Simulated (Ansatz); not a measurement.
Geometry optimisation, RKS PBE-D4/def2-SVP (Ansatz 0.2.0).

Input:

```yaml
crystal:
  periodic: [false, false, false]
  atoms:
    - { symbol: C, position_ang: [-0.071, -1.7142, 0.5991] }
    - { symbol: C, position_ang: [-1.4016, -1.1305, 0.1248] }
    - { symbol: C, position_ang: [-2.4835, -0.6792, -0.2689] }
    - { symbol: Ga, position_ang: [-1.4377, 1.3013, -0.3464] }
    - { symbol: C, position_ang: [1.1263, 1.543, -0.6905] }
    - { symbol: H, position_ang: [0.3087, -0.9832, 1.3594] }
    - { symbol: H, position_ang: [-0.2525, -2.6761, 1.0238] }
    - { symbol: H, position_ang: [0.6212, -1.7239, -0.2754] }
    - { symbol: H, position_ang: [-0.3052, 1.7816, 1.3] }
    - { symbol: H, position_ang: [1.37431, 1.54372, 0.40141] }
    - { symbol: H, position_ang: [0.04976, 1.59391, -0.84916] }
    - { symbol: H, position_ang: [1.6796, 2.3689, -1.1907] }
basis:
  gaussian: { orbitals: def2-SVP }
hamiltonian:
  xc: pbe
  dispersion: d4
relax:
  f_tol: 0.015
  max_steps: 40
```

Command:

```bash
$ ansatz run input.yaml --threads 2 --pin off --max-ram 3072MiB --backend cpu --events-out ev --progress --plain --runs-dir out
```

Task: Where does it end, and by what steps?

Result: The run ended unconverged. The force dipped under the threshold on the way, but the program's further checks kept it going. After 39 steps the energy has fallen by 6.909 eV; H9 moved furthest, 2.20 Å. Parted: Ga4–H11 (1.60 → 3.76 Å). Joined: C5–H9 (2.46 → 1.11 Å).

| step | energy less start (eV) | largest force component (eV/Å) | accepted |
| --- | --- | --- | --- |
| 0 | 0.0000 | 3.608 | yes |
| 2 | -2.0548 | 1.008 | yes |
| 4 | -2.8606 | 1.930 | yes |
| 6 | -4.7721 | 3.318 | yes |
| 8 | -6.5435 | 1.815 | yes |
| 10 | -6.7830 | 0.245 | yes |
| 12 | -6.8546 | 0.205 | yes |
| 14 | -6.7599 | 3.895 | no |
| 16 | -6.8851 | 0.074 | yes |
| 18 | -6.8876 | 0.094 | yes |
| 20 | -6.8911 | 0.142 | yes |
| 22 | -6.8957 | 0.155 | yes |
| 24 | -6.9009 | 0.143 | yes |
| 26 | -6.9050 | 0.095 | yes |
| 28 | -6.9072 | 0.066 | yes |
| 30 | -6.9082 | 0.035 | yes |
| 32 | -6.9086 | 0.011 | yes |
| 34 | -6.9087 | 0.021 | yes |
| 36 | -6.9089 | 0.032 | yes |
| 38 | -6.9091 | 0.044 | yes |
| 39 | -6.9092 | 0.059 | yes |

```xyz
12
Properties=species:S:1:pos:R:3
C -0.151 -2.529 0.758
C -0.878 -1.282 0.577
C -1.497 -0.216 0.422
Ga -2.529 1.491 0.161
C 0.824 2.477 -0.630
H 0.317 -2.582 1.764
H -0.823 -3.408 0.656
H 0.659 -2.638 0.007
H -0.080 3.093 -0.448
H 0.906 1.694 0.149
H 0.744 1.993 -1.624
H 1.716 3.133 -0.605
```

Run time: 44 s on 2 threads of AMD EPYC 9R45 96-Core Processor (Zen 5) (shared host), peak memory 0.31 GiB.
